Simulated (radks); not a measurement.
All-electron atom: Ti+ in [Ar] 3d2 4s1 (the NIST ground configuration).

Method: non-relativistic Kohn-Sham, PBEsol, spin-unpolarised, spherical densities, point nucleus; computed with a radial shooting solver on a logarithmic mesh with Libxc functionals.

Energy parts (eV):
part                      energy
total                 -23071.450
kinetic                23048.056
electron-nucleus      -54527.603
Hartree                 9510.951
exchange-correlation   -1102.854

Orbitals (lengths in bohr, moments of r in powers of bohr; <r^-3> diverges for s and p1/2):
\begin{tabular}{lrrrrr}
orbital & occ. & eigenvalue (eV) & <1/r> & <r^-3> & <r^2> \\ \hline
1s & 2 & -4838.058 & 21.51 & - & 0.006618 \\
2s & 2 & -537.4435 & 4.488 & - & 0.1271 \\
2p & 6 & -450.3364 & 4.427 & 257.7 & 0.1045 \\
3s & 2 & -68.8982 & 1.382 & - & 1.189 \\
3p & 6 & -45.9783 & 1.259 & 29.57 & 1.397 \\
3d & 2 & -11.5281 & 0.8984 & 2.051 & 2.982 \\
4s & 1 & -10.2707 & 0.4062 & - & 11.65 \\
\end{tabular}

The highest occupied level is 4s at -10.271 eV. Virial ratio -V/T = 2.00102. The electron density at the nucleus is 7124 e/bohr^3.
